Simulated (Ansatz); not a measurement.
Harmonic frequencies (cm⁻¹) at PBE0-D4/def2-TZVP from Ansatz: 69, 91, 130, 135, 164, 214, 394, 479, 489, 523, 574, 746, 750, 751, 828, 873, 956, 1075, 1111, 1273, 1376, 1386, 1448, 1450, 1464, 1471, 1754, 1884, 1904, 1961, 3050, 3054, 3115, 3117, 3171, 3182.

Problem. Which molecule is it?
A. `O[B-](O)(O)[NH2+][SiH3]`
B. `C[BH-](C)[AsH3+]`
C. `C[BH-](C)[PH3+]`
D. `CC(C)=[O+][GaH3-]`

Solution. D.
